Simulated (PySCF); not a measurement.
Delta-SCF ions had no search for a lower state. Excitations are Tamm–Dancoff values on a coarser integration grid. The basis has no diffuse functions, so Rydberg states are missing or too high.

CH2N2Si, SMILES `N(=[si]1/nc1)/[H]` (charge 0, multiplicity 1)

Level of theory: CAM-B3LYP-D3(BJ)/def2-TZVP run with PySCF.

```json
{
  "HOMO": "-8.59 eV",
  "dipole_moment": "1.18 D",
  "HOMO–LUMO gap": "8.13 eV",
  "LUMO": "-0.46 eV",
  "S1 excitation (TDA)": "3.53 eV",
  "S1 oscillator strength": "0.000",
  "T1 excitation (TDA)": "2.68 eV",
  "S1–T1 gap (TDA)": "0.85 eV",
  "vertical ionisation energy (Delta-SCF)": "9.62 eV",
  "total_energy": "-438.2148 Ha",
  "cost": "very roughly 70 core-seconds"
}
```

Bond lengths (Å): N1–Si2 1.566, N1–H5 1.007, Si2–C3 1.730, Si2–N4 1.730, C3–N4 1.310, C3–H6 1.088. Bond angles (°): Si2–N1–H5 126.3, N1–Si2–C3 156.9, N1–Si2–N4 158.7, C3–Si2–N4 44.5, Si2–C3–N4 67.7, Si2–C3–H6 165.8, N4–C3–H6 126.4, Si2–N4–C3 67.8.
Charge 0, spin multiplicity 1.
